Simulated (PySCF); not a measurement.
PBE on K- (potassium, charge -1), [Ar] 4s2, closed-shell 1S. All numbers are calculated (PySCF 2.14, scalar relativity by spin-free X2C-1e, in aug-cc-pVDZ-X2C (6s5p3d, 36 functions)).

```
cycle= 1 E= -602.028192845015  delta_E= -0.00114  |g|= 0.00844  |ddm|= 0.698
cycle= 2 E= -602.028451559906  delta_E= -0.000259  |g|= 0.00677  |ddm|= 0.367
cycle= 3 E= -602.028757202735  delta_E= -0.000306  |g|= 0.000125  |ddm|= 0.176
cycle= 4 E= -602.028757438493  delta_E= -2.36e-07  |g|= 5.93e-05  |ddm|= 0.017
cycle= 5 E= -602.028757463652  delta_E= -2.52e-08  |g|= 4.18e-07  |ddm|= 0.00178
cycle= 6 E= -602.028757463653  delta_E= -1.14e-12  |g|= 3.27e-09  |ddm|= 3.4e-05
converged SCF energy = -602.028757463653  <S^2> = -2.3092639e-14  2S+1 = 1
```

Highest occupied orbital energy: 0.750 eV; ⟨L²⟩ = 0.00; populations by l: s 8.00, p 12.00, d 0.00.

(1) Can this result be used?

## Answers

(1) With care. Self-consistency was reached. At PBE the highest occupied level has a positive energy, so only the finite basis holds that electron; in a semilocal or global hybrid functional this comes from self-interaction and does not mean that the real anion is unbound.
